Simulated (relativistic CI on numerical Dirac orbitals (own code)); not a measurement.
**d2 in a ligand field**

Computed with a parametric ligand-field model of a d^n configuration (Racah B and C, spin-orbit zeta, crystal field), exact diagonalisation.

Field parameters in Wybourne normalisation: Oh B⁴₀ = 21Dq, B⁴₄ = √(5/14) B⁴₀; Td as Oh with Dq negative (B⁴₀ = 21Dq, B⁴₄ = √(5/14) B⁴₀). The field is a parameter set, without covalency.

Task: A d2 ion in Td symmetry has the ground term 3A2 and bands at 3T2 6900 cm⁻¹ (1449 nm), 1E 11057 cm⁻¹ (904 nm), 3T1 11290 cm⁻¹ (886 nm), 1T2 17679 cm⁻¹ (566 nm), 1A1 17794 cm⁻¹ (562 nm), 3T1 19160 cm⁻¹ (522 nm). Which parameters reproduce them?

Result: B = 650, C = 3100, ζ = 0 cm⁻¹, Td, 10Dq = -6900 cm⁻¹.

Task: Ground term and bands for B = 1020, C = 4960, ζ = 0 cm⁻¹, Oh, 10Dq = 30400 cm⁻¹?

Result: Ground term 3T1 with 0.02 electrons in the two orbitals of the cubic e set. Spin-allowed: 3T2 28265 cm⁻¹ (354 nm), 3T1 41429 cm⁻¹ (241 nm), 3A2 58665 cm⁻¹ (170 nm). Lowest spin-forbidden: 1T2 16546 cm⁻¹ (604 nm), 1E 16757 cm⁻¹ (597 nm), 1A1 36025 cm⁻¹ (278 nm).

Task: A d2 ion in Oh symmetry has the ground term 3T1 and bands at 1T2 4871 cm⁻¹ (2053 nm), 1E 4981 cm⁻¹ (2007 nm), 3T2 5102 cm⁻¹ (1960 nm), 3T1 9354 cm⁻¹ (1069 nm), 1A1 9969 cm⁻¹ (1003 nm), 3A2 10752 cm⁻¹ (930 nm). Which parameters reproduce them?

Result: B = 320, C = 1380, ζ = 0 cm⁻¹, Oh, 10Dq = 5650 cm⁻¹.

Task: A d2 ion in Oh symmetry has the ground term 3T1 and bands at 1T2 6106 cm⁻¹ (1638 nm), 1E 6131 cm⁻¹ (1631 nm), 1A1 14524 cm⁻¹ (688 nm), 3T2 31577 cm⁻¹ (317 nm), 3T1 36154 cm⁻¹ (277 nm), 3A2 64127 cm⁻¹ (156 nm). Which parameters reproduce them?

Result: B = 370, C = 1900, ζ = 0 cm⁻¹, Oh, 10Dq = 32550 cm⁻¹.

Task: A d2 ion in Oh symmetry has the ground term 3T1 and bands at 3T2 2936 cm⁻¹, 1T2 6204 cm⁻¹ (1612 nm), 3A2 6336 cm⁻¹ (1578 nm), 1E 6480 cm⁻¹ (1543 nm), 3T1 8772 cm⁻¹ (1140 nm), 1T2 10369 cm⁻¹ (964 nm). Which parameters reproduce them?

Result: B = 420, C = 1740, ζ = 0 cm⁻¹, Oh, 10Dq = 3400 cm⁻¹.
